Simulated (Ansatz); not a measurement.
`F[SiH2]Cl` + `CCO` → `CCO[SiH2]Cl` + H–F at 298.15 K and 1 bar (ligand exchange at the Si–F bond).

Program: Ansatz. Geometries: PBE0-D4/def2-TZVP. ΔE: electronic, gas phase. CCSD(T)/CBS is the MP2 limit (def2-TZVPP, def2-QZVPP) plus CCSD(T) − MP2 in def2-TZVPP, frozen cores. This one scheme is used for every species. One conformer a species, not always the lowest.

```json
{"species": "`F[SiH2]Cl`", "CCSD(T)/CBS energy (Eh)": "-849.96195", "H − E (kJ/mol)": "69.7", "S (J/(mol·K))": "280.5"}
{"species": "`CCO`", "CCSD(T)/CBS energy (Eh)": "-154.88256", "H − E (kJ/mol)": "224.2", "S (J/(mol·K))": "269.4"}
{"species": "`CCO[SiH2]Cl`", "CCSD(T)/CBS energy (Eh)": "-904.43784", "H − E (kJ/mol)": "257.9", "S (J/(mol·K))": "362.1"}
{"species": "H–F", "CCSD(T)/CBS energy (Eh)": "-100.39570", "H − E (kJ/mol)": "33.5", "S (J/(mol·K))": "173.6"}
```

H − E and S are ideal-gas, rigid-rotor, harmonic terms from PBE0-D4/def2-TZVP, for one conformer and one mirror image of each species. 1 Eh = 2625.50 kJ/mol, R = 8.31446 J/(mol·K).

Question: By hand: ΔE, ΔH, ΔS and ΔG.

Answer: ΔE = (-904.43784) + (-100.39570) − (-849.96195) − (-154.88256) = 0.01097 Eh = 28.8 kJ/mol. Δ(H − E) = 257.9 + 33.5 − 69.7 − 224.2 = -2.5, so ΔH = 26.3 kJ/mol. ΔS = 362.1 + 173.6 − 280.5 − 269.4 = -14.2 J/(mol·K). ΔG = 26.3 − 298.15 × (-14.2)/1000 = 30.5 kJ/mol.

Question: By hand: the equilibrium constant, and the temperature at which ΔG would vanish if ΔH and ΔS stayed fixed.

Answer: log₁₀ K = −ΔG/(RT ln 10) = -5.3. ΔH and −TΔS have one sign here, so there is no such temperature.

The number of gas molecules stays the same, so ΔS is small and ΔH decides. A doubt of 5 kJ/mol in ΔE shifts log₁₀ K by 0.9 here. Other conformers and mirror images would add mixing entropy, several J/(mol·K) or more a flexible species. Modes under 60 cm⁻¹, often nearly free rotors, make the harmonic entropy too high. These are equilibria of isolated gas molecules and say nothing of rates. Largest T1 diagnostic: 0.010 (customary marks: 0.02 for closed shells, 0.045 for open ones).
